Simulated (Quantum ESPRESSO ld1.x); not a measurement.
Species: Xe16+. Configuration: [Kr] 4d2 (the NIST ground configuration). Method: Dirac Kohn-Sham, LDA (Slater exchange, Perdew-Zunger correlation), spin-unpolarised, spherical densities, point nucleus; open shells fill j = l - 1/2 first; computed with ld1.x of Quantum ESPRESSO 7.5.

Spin-orbit splittings of the eigenvalues, e(l+1/2) - e(l-1/2), with zeta = 2 splitting/(2l+1) and mean radii in bohr:

| shell | occ. | splitting (eV) | zeta (eV) | <r> j=l-1/2 | <r> j=l+1/2 |
|---|---|---|---|---|---|
| 2p | 6 | ? | ? | 0.09620 | 0.1020 |
| 3p | 6 | 62.42 | 41.62 | 0.2947 | 0.3061 |
| 3d | 10 | 13.32 | 5.326 | 0.2761 | 0.2796 |
| 4p | 6 | 15.18 | 10.12 | 0.6869 | 0.7071 |
| 4d | 2 | 2.925 | 1.170 | 0.7341 | 0.7400 |
| 4f | 0 | 0.4771 | 0.1363 | 0.7687 | 0.7708 |
| 5p | 0 | 5.441 | 3.627 | 1.296 | 1.324 |

Estimate the 2p splitting.

Answer. 324.4 eV (zeta = 216.3 eV).
